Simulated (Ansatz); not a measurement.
A nudged elastic band was laid between two geometries of C₂H₄IN (8 atoms, charge 0, multiplicity 1).

These are results of Ansatz, RKS BHLYP/def2-SVP, not measurements.

```json
{
  "movable images": "5",
  "climbing image": "yes",
  "spring": "0.5 eV/Å²",
  "optimiser": "quadratic models (default)",
  "start path": "IDPP",
  "force threshold": "0.05 eV/Å",
  "iteration limit": "60",
  "end points": "relaxed"
}
```

First end point:

```xyz
8
Properties=species:S:1:pos:R:3
C -0.286 1.169 -0.128
C -0.169 -0.150 -0.237
N 0.799 -0.948 0.327
I -1.492 -1.228 -1.492
H -1.020 1.730 -0.690
H 0.382 1.716 0.532
H 0.504 -1.864 0.621
H 1.374 -0.482 1.011
```

Last end point:

```xyz
8
Properties=species:S:1:pos:R:3
C -0.147 1.169 -0.288
C -0.241 -0.150 -0.154
N 0.448 -0.948 0.729
I -1.665 -1.227 -1.297
H -0.802 1.729 -0.939
H 0.599 1.715 0.284
H 0.699 -1.864 0.400
H 1.201 -0.482 1.210
```

Q: What changes between the two ends?

A: No bond is made or broken. The height of N3 over the plane of its neighbours goes from -0.26 to 0.26 Å. The two ends are copies of one structure, up to a mirror image or an exchange of like atoms.

Q: What energy profile does the band end with?

A: The run converged. The highest image is number 3 of 0 to 6, 0.9 kcal/mol above the ends, which have the same energy within 2 meV. Another band between the same ends (5 images) ends at a top of the same energy, where a vibrational analysis finds 1 clearly imaginary mode.

| image | path coordinate (Å) | energy (kcal/mol) | height of N3 over the plane of its neighbours (Å) |
| --- | --- | --- | --- |
| 0 | 0.00 | 0.0 | -0.26 |
| 1 | 0.15 | 0.1 | -0.24 |
| 2 | 0.29 | 0.5 | -0.15 |
| 3 | 0.44 | 0.9 | 0.00 |
| 4 | 0.58 | 0.5 | 0.15 |
| 5 | 0.73 | 0.1 | 0.24 |
| 6 | 0.88 | 0.0 | 0.26 |

Q: What is the geometry of the highest image?

A: 
```xyz
8
Properties=species:S:1:pos:R:3
C -0.218 1.194 -0.228
C -0.198 -0.136 -0.189
N 0.626 -0.932 0.546
I -1.566 -1.241 -1.372
H -0.918 1.738 -0.845
H 0.483 1.760 0.380
H 0.569 -1.929 0.509
H 1.314 -0.511 1.143
```

The run took 110 s on 1 thread of Intel(R) Xeon(R) Platinum 8488C (Sapphire Rapids) (shared host), peak memory 0.2 GiB.
